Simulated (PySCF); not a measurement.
## Dipole moment and polarisability of `C=C(C)CCCO`

C₆H₁₂O.
Geometry (GFN2-xTB, Å), atoms numbered from 1 in this order:
```xyz
19
C6H12O angstrom
C     -2.0207    1.4085   -0.7326
C     -1.4398    0.3695   -0.1548
C     -2.0409   -1.0031   -0.1973
C     -0.1344    0.4982    0.5815
C      0.9906   -0.3055   -0.0764
C      2.3302   -0.0626    0.6200
O      3.3697   -0.8512    0.0902
H     -1.5865    2.3938   -0.7062
H     -2.9590    1.3180   -1.2537
H     -3.0770   -0.9621   -0.5228
H     -1.4909   -1.6352   -0.8939
H     -1.9973   -1.4706    0.7847
H     -0.2633    0.1478    1.6095
H      0.1585    1.5495    0.6208
H      1.0730   -0.0163   -1.1285
H      0.7685   -1.3730   -0.0352
H      2.2637   -0.3429    1.6741
H      2.5911    1.0052    0.5636
H      3.4548   -0.6587   -0.8503
```

Level: PBE0/def2-SVPD (PySCF), static field, nuclei fixed, core orbitals frozen in the response. The polarisability tensor in these axes (au):

```
x   89.23 -6.60  6.39
y   -6.60 80.27 -3.82
z    6.39 -3.82 68.90
```

**Question.** Diagonalise the tensor; give its mean and Δα, where Δα² is half the sum of the squared differences of the eigenvalues.

**Answer.** Principal values 66.76, 76.78 and 94.86 au; mean 79.47 au = 11.78 Å³ = 13.10 × 10⁻⁴⁰ C²·m²/J; Δα = 24.66 au (31 % of the mean).

**Question.** What is the dipole moment, and where does it point?

**Answer.** (-0.88, 0.59, -0.69) D, 1.26 D in size, pointing from the negative to the positive side. Measured along this direction, the outermost atoms are O7 at the negative end and H9 at the positive end.

**Question.** Traceless (Buckingham) quadrupole moment about the centre of nuclear charge: eigenvalues?

**Answer.** -11.94, 3.88, 8.06 D·Å. The values depend on the origin, since the dipole doesn't vanish. The electronic extent ⟨r²⟩ about the same centre is 1201 bohr², a root-mean-square distance of 2.45 Å for the 56 electrons.

**Question.** Find the Langevin capture rate constant for H3+ (3.023 u) meeting this molecule (100.089 u), k = 2.342 × 10⁻⁹ cm³/s × √(α in Å³ / reduced mass in u).

**Answer.** The reduced mass is 2.93 u, so k = 4.69 × 10⁻⁹ cm³/s. The formula leaves out the permanent dipole, which adds to the capture rate.

**Question.** Refractivity n − 1 of an ideal gas of it at 400 K and 1 atm, from the electronic α?

**Answer.** N = p/kT = 1.8347 × 10¹⁹ cm⁻³, so n − 1 = 2π × N × 11.78 × 10⁻²⁴ cm³ = 1358 × 10⁻⁶ at long wavelengths.

**Question.** In a dilute gas of rigid molecules at 500 K, how does the orientational term μ²/3kT compare with the electronic polarisability?

**Answer.** In Gaussian units μ²/3kT = 7.65 Å³ against 11.78 Å³, a ratio of 0.65; the Debye molar polarisation (4π/3)N_A(α + μ²/3kT) is 49.0 cm³/mol, leaving out the vibrational part.

**Question.** What molar refraction does this α imply?

**Answer.** Lorentz–Lorenz: R = (4π/3)N_A α = 2.5225 cm³/(mol·Å³) × 11.78 Å³ = 29.7 cm³/mol, in the limit of long wavelengths.

One conformer (not necessarily the lowest) at the GFN2-xTB geometry, without solvent, vibrations or thermal averaging.

The run behind these numbers computed excited states as well. The run took 82 s wall (with the writing of density and orbital grids) on Arm Neoverse N1, one thread, no GPU (shared host), and the process peaked at 0.98 GiB of memory.
